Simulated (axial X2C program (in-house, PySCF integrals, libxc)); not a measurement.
## Potential curves of AsTe⁻, with spin–orbit coupling

Calculated with an axial X2C code built on PySCF integrals. Two-component (2c) means X2C with spin–orbit coupling and atomic mean-field two-electron Coulomb and Gaunt terms. Basis: Te dyall-acv3z [12s13p9d5f1g], As dyall-acv3z [10s10p7d5f1g] (cores contracted in-house); Gaussian nuclei, density fitting, unrestricted open shells. Masses: Te 129.906 u, As 74.922 u.

State: Ω = 1 (⟨Sz⟩ = 1.00, ⟨Lz⟩ = 0.00 at PBE0). Energies in kJ/mol from the fragments at the same level (Te- + As). Fits are polynomials in 1 − R0/R over 0.85 to 1.23 times the lowest point R0.

| R (Å) | PBE0 |
| --- | --- |
| 2.1437 | -165.73 |
| 2.2422 | -222.24 |
| 2.3162 | -245.96 |
| 2.3901 | -257.82 |
| 2.4640 | -260.78 |
| 2.5502 | -255.98 |
| 2.6365 | -244.85 |
| 2.7474 | -224.60 |
| 2.8829 | -194.98 |
| 3.0800 | -149.99 |

One determinant describes the state; a PBE0 search over occupations chose it and may have missed a lower one. De is counted from the lowest determinant-based energies of the atoms at the same level, without counterpoise correction. Density functionals use the spin component along the axis (collinear). Other states lie close and PBE0, whose exact exchange favours high spin, may order them wrongly; the determinant shown need not be the ground state. The nearest other 2c determinant of the search, Ω = 0, lies 0.33 eV up at the distance of the search. Without a current term, density functionals place determinants with orbital angular momentum somewhat too high. With several unpaired electrons one determinant need not be a pure state. Open-shell Ω = 0 determinants with evenly filled partner blocks cannot be reached by this program, so the Ω shown need not be the lowest component. This is the Ω = 1 component of a π² triplet; the 0⁺ component is not one determinant and can lie lowest. The highest occupied level of some functionals is positive through self-interaction error; at Hartree–Fock it is bound.

(1) Fit the PBE0 curve near its minimum: give the equilibrium distance, the harmonic wavenumber and the well depth.

Answers

(1) At PBE0, 2c: Re = 2.456 Å, ωe ≈ 272 cm⁻¹, De = 2.70 eV to Te- + As; Be follows as 0.0588 cm⁻¹.
